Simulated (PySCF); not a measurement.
# Unknowns

One averaged value for each set of equivalent atoms, isolated molecule, one computed conformer, relativity neglected. σ from GIAO-PBE0/pcSseg-1; coordinates at the GFN2-xTB level; PySCF.

Chemical shifts δ = σref − σ; ¹H and ¹³C vs TMS, all at this level. Where no couplings were computed, multiplicities follow the n + 1 count of equivalent neighbours, and m marks all less simple cases (inequivalent or close neighbours, rings, F or P nearby). Shifts are as computed. Against solution values, carbons near 30 ppm lie about +3 ppm off and those near 130 ppm about +5 ppm. Of 1211 compounds with measured shifts, 218 miss one by over three times the rms of a fit or turn the order of signals round; such compounds aren't used in these exercises.

Problem. C₉H₁₀. ¹H NMR (400 MHz, computed): δ 7.33 (m, 1H), 7.25 (m, 1H), 7.20 (s, 1H), 3.23 (m, 2H), 3.22 (m, 2H), 2.48 (s, 3H). ¹³C{¹H} NMR (computed): δ 151.4, 147.7, 141.7, 132.4, 128.0, 127.4, 30.2, 30.1, 25.1. What is it?

Solution. SMILES Cc1ccc2c(c1)CC2. The formula gives 5 degrees of unsaturation (2 rings in the answer). 9 carbon signals for 9 carbons: no two carbons are equivalent. Carbon types of the structure: 3 × C, 3 × CH, 2 × CH2, 1 × CH3, which accounts for all hydrogens. δC 151.4, 147.7, 141.7: substituted aromatic carbon. δC 132.4, 128.0, 127.4: aromatic CH; the aromatic region. δC 25.1: methyl carbon on an aromatic ring; aliphatic region, no heteroatom directly attached. δH 7.33, 7.25, 7.20: hydrogen on an aromatic CH; aromatic region.

The shifts were computed for this structure.

Problem. C₉H₁₀. ¹H NMR (300 MHz, computed): δ 7.65 (m, 2H), 7.62 (m, 2H), 7.56 (m, 1H), 5.55 (m, 1H), 5.44 (m, 1H), 2.27 (s, 3H). ¹³C{¹H} NMR (computed): δ 154.2 (C), 148.6 (C), 133.8 (CH), 133.1 (CH), 131.4 (CH), 119.7 (CH2), 24.9 (CH3). Identify the compound.

Solution. `C=C(C)c1ccccc1`. Rings plus π bonds: 5 (1 ring in the answer). 7 carbon signals for 9 carbons: some carbons are equivalent by symmetry or fast rotation. Carbon types of the structure: 2 × C, 5 × CH, 1 × CH2, 1 × CH3, which accounts for all hydrogens. δC 154.2: fully substituted alkene carbon; as expected for a trigonal carbon in a double bond. δC 148.6: substituted aromatic carbon. δC 133.8, 133.1, 131.4: aromatic CH; the aromatic region. δC 119.7: terminal =CH2 carbon; the olefinic region.

This is the structure that produced the data.
